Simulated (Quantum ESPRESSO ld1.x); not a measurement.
Question: These are the eigenvalues of the occupied orbitals of an atom or ion with whole-number occupations (eV). All-electron calculation, scalar-relativistic Kohn-Sham, LDA (Slater exchange, VWN5 correlation), spin-polarised, spherical densities, point nucleus. Program: ld1.x of Quantum ESPRESSO 7.5.

1s up: -3181.353
1s down: -3180.726
2s up: -364.048
2s down: -363.368
2p up: -298.396
2p down: -297.561
3s up: -82.883
3s down: -79.655
3p up: -66.887

Which element is it, and in what charge state? The configuration may be excited. Open shells, if any, are filled with parallel spins first.

Answer: Z = 18, argon, charge +4: Ar4+ in [Ne] 3s2 3p2. The list shows which subshells hold electrons but not how many an open one holds; the 1s level, -116.91 hartree, gives Z - s = 15.3 by -(Z - s)^2/2, which with screening and relativity narrows Z to a few neighbours, and the depths of the outer levels then fix element, charge and occupations together.
